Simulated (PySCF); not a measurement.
# Calculated properties of `C[C@@H]([SiH3])[C@@H](C)C=O`

Species: C5H12OSi.
Numbering: `[CH3:1][C@@H:2]([SiH3:3])[C@@H:4]([CH3:5])[CH:6]=[O:7]` (hydrogens: H8, H9, H10 on C1; H11 on C2; H12, H13, H14 on Si3; H15 on C4; H16, H17, H18 on C5; H19 on C6)

Among its groups: aldehyde, Si–H bond and C–Si bond.

GFN2-xTB geometry:

- Point group of the GFN2-xTB geometry: C1
- Rotational constants A, B, C of the GFN2-xTB geometry: 2.422, 1.903, 1.178 GHz

PBE0/def2-SVPD ground state and vertical TDDFT (core frozen in the response) (PySCF):

- Dipole moment: 2.93 D
- HOMO energy: -7.52 eV
- LUMO energy: -0.90 eV
- HOMO–LUMO gap: 6.62 eV
- Lowest singlet excitation: 4.31 eV (288 nm, f = 0.000)
- Strongest line among the 8 lowest singlet transitions: S6 at 7.53 eV (165 nm, f = 0.056)
- Lowest triplet excitation (Tamm–Dancoff): 3.68 eV
- Static isotropic polarisability: 89.8 au
- Electronic spatial extent ⟨r²⟩ about the centre of nuclear charge: 1078 bohr²

PBE0/pcSseg-1 ground state and GIAO shieldings, non-relativistic (PySCF):

- Lowest Hirshfeld atomic charge: -0.20 e on O7
- Highest Hirshfeld atomic charge: +0.30 e on Si3
- 13C chemical shifts (computed TMS as zero) by class: 209.8 (C6), 53.7 (C4), 17.3 (C2), 16.2 (C1), 15.2 (C5) ppm
- 1H chemical shifts (computed TMS as zero) by class: 9.96 (H19), 3.73 (H12/H13/H14), 1.97 (H15), 1.23 (H16/H17/H18), 1.07 (H8/H9/H10), 0.96 (H11) ppm
- Isotropic shieldings of nuclei other than C and H, by class: -354 (O7), 410 (Si3) ppm
- Mayer bond orders between heavy atoms: C1–C2 1.05, C2–Si3 0.87, C2–C4 0.97, C4–C5 1.02, C4–C6 0.96, C6–O7 2.02

Monoisotopic mass from the formula: 116.0657 u.

A dipole of 2.93 D is allowed in C1, and pure rotational transitions are dipole-allowed. The largest Löwdin shares of the HOMO are 0.55 on O7, 0.16 on C6, 0.11 on C4 and 0.09 on H19. The rotational constants make it an asymmetric top with κ = (2B − A − C)/(A − C) = 0.17, nearer the oblate limit (+1). The dipole equals about 9.8 × 10⁻³⁰ C·m (1 D = 3.33564 × 10⁻³⁰ C·m). In wavenumbers S1 is 34800 cm⁻¹ (1 eV = 8065.54 cm⁻¹). S1 lies 2.31 eV below the HOMO–LUMO gap; its leading configuration is HOMO→LUMO, weight 0.97. The polarisability is 13.31 Å³ as a volume (1 au = 0.148185 Å³), or 1.40 au for each of the 64 electrons. With B = h/(8π²I), that is 505.379 GHz u Å² over I, the principal moments of inertia are 208.7, 265.6 and 428.8 u Å² (most abundant isotopes).

Isolated species at its GFN2-xTB geometry (one conformer only). GFN2-xTB frequencies show an imaginary mode (35i cm⁻¹), so this geometry is no minimum at that level. NMR classes are plain means over equivalent atoms (diastereotopic ones count apart unless rotation or inversion swaps them), as if these changed places fast; in this geometry the members of some classes differ.

Shape of the structure used: `[CH3:1][C@@H:2]([SiH3:3])[C@@H:4]([CH3:5])[CH:6]=[O:7]`: C1–C2–C4–C5 50°, C2–C4–C6–O7 0°.
